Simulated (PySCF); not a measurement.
C4H5Cl2F, SMILES C=C(F)CC(Cl)Cl. Atoms are numbered in the order given.

```xyz
12

C     -2.3949     0.1236    -0.8036
C     -1.4997    -0.5716    -0.1018
F     -1.7232    -0.8513     1.1940
C     -0.1972    -1.1211    -0.5919
C      1.0346    -0.2665    -0.3025
Cl     1.2672    -0.0062     1.4525
Cl     0.9504     1.2987    -1.1755
H     -2.2039     0.3554    -1.8517
H     -3.3120     0.4818    -0.3315
H     -0.0310    -2.1073    -0.1258
H     -0.2430    -1.2616    -1.6830
H      1.9437    -0.7648    -0.6634
```
Charge 0, spin multiplicity 1.

Geometry: r2SCAN-D4/def2-SVP. This is a generated structure with no PubChem entry under its InChIKey; it may be hypothetical. The values are those of a single conformer.

Calculation: KT2/pcSseg-1 run with PySCF.

GIAO shieldings, no solvent; atoms listed in one row are averaged. δ = σ(ref) − σ: ¹³C against TMS (σ = 185.1 ppm); ¹⁹F against CFCl3 (σ = 127.1 ppm); ³⁵Cl against HCl (σ = 945.4 ppm); ¹H against TMS (σ = 31.47 ppm), references at their B3LYP-D3(BJ)/def2-TZVP geometries, non-relativistic (without spin–orbit terms, shifts of atoms bonded to Cl or Br come out too high).

Question: Estimate the chemical shifts. (An estimate is asked for; the answer gives what the named calculation found.)

Answer: 
| nucleus | atoms | count | δ (ppm) |
|---|---|---|---|
| ¹³C | C2 | 1 | 163.1 |
| ¹³C | C1 | 1 | 97.4 |
| ¹³C | C5 | 1 | 91.1 |
| ¹³C | C4 | 1 | 52.3 |
| ¹⁹F | F3 | 1 | -103.4 |
| ³⁵Cl | Cl6 | 1 | 293.6 |
| ³⁵Cl | Cl7 | 1 | 290.3 |
| ¹H | H12 | 1 | 6.51 |
| ¹H | H9 | 1 | 5.33 |
| ¹H | H8 | 1 | 4.86 |
| ¹H | H10 | 1 | 3.15 |
| ¹H | H11 | 1 | 2.87 |
